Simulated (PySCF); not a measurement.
Species: C₄H₉FSi.
Structure used (GFN2-xTB), in Å, numbered top down from 1:
```xyz
15
C4H9FSi angstrom
F      0.8482    0.2987   -1.8516
C      0.3889    0.1152   -0.5453
Si     1.8793    0.3208    0.6385
C     -0.8600    0.9523   -0.2323
C     -1.5459   -0.3202    0.2840
C     -0.4502   -1.1610   -0.3861
H      2.8662   -0.6980    0.2892
H      1.3762    0.1253    1.9999
H      2.3964    1.6752    0.4596
H     -0.7333    1.7680    0.4769
H     -1.3180    1.3376   -1.1416
H     -1.5224   -0.3948    1.3695
H     -2.5630   -0.4921   -0.0619
H     -0.7557   -1.5565   -1.3533
H     -0.0112   -1.9624    0.2052
```

The closed-shell SCF was solved with PySCF and density fitting under several settings on one GFN2-xTB geometry (grid level 2 and gas phase unless stated).

| settings | basis functions | SCF cycles | E (Eh) | HOMO (eV) | LUMO (eV) | dipole (D) |
| --- | --- | --- | --- | --- | --- | --- |
| PBE0/pcSseg-1 | 154 | 12 | -546.6869 | -7.83 | 0.56 | 1.71 |
| PBE0/def2-SVPD | 199 | 12 | -546.4647 | -7.87 | 0.38 | 1.78 |
| KT3/6-311+G(2d,p) | 224 | 15 | -553.3154 | -6.60 | -0.68 | 1.69 |

Question: Estimate the row for these settings: OPBE/STO-3G.

Answer: 
```json
{"settings": "OPBE/STO-3G", "basis functions": "43", "SCF cycles": "12", "E (Eh)": "-540.4699", "HOMO (eV)": "-2.44", "LUMO (eV)": "5.91", "dipole (D)": "0.81"}
```

Question: Over all rows, what range does the HOMO–LUMO gap span?

Answer: From 5.92 eV (KT3/6-311+G(2d,p)) to 8.39 eV (PBE0/pcSseg-1). The functional of the narrowest has no exact exchange, that of the widest 25 % exact exchange.

Question: And the dipole moment?

Answer: From 0.81 D (OPBE/STO-3G) to 1.78 D (PBE0/def2-SVPD); the largest is 2.20 times the smallest, and the median is 1.70 D.

Question: Compare two rows with the functional PBE0: PBE0/pcSseg-1 and PBE0/def2-SVPD. Which energy is lower, and by how much?

Answer: PBE0/pcSseg-1 (154 functions) lies 0.2222 Eh or 139 kcal/mol below PBE0/def2-SVPD (199 functions). The smaller set gives the lower energy; the two sets aren't nested, so the variational bound doesn't order them by size.

Whole jobs, the steps after the SCF included, on one thread, Arm Neoverse V2 (aarch64), on a shared host:

```csv
settings,work after the SCF,wall time,peak memory
PBE0/pcSseg-1,"shieldings, ring-centre shieldings, charges and field gradients",13 s,0.73 GiB
PBE0/def2-SVPD,"6 singlets by full TDDFT, 2 Tamm–Dancoff triplets, polarisability",22 s,0.83 GiB
"KT3/6-311+G(2d,p)","spin–spin couplings from 15 perturbed nuclei, spin–dipole term for 2 of them",35 s,0.75 GiB
OPBE/STO-3G,"shieldings, ring-centre shieldings, charges and field gradients",4.8 s,0.47 GiB
```

Cycle counts include a coarse-grid stage where the run had one. All basis functions are spherical, in the Pople sets too. KT3 was designed for NMR shieldings or shifts; total energies of different functionals aren't comparable.

One conformer stands for the species.
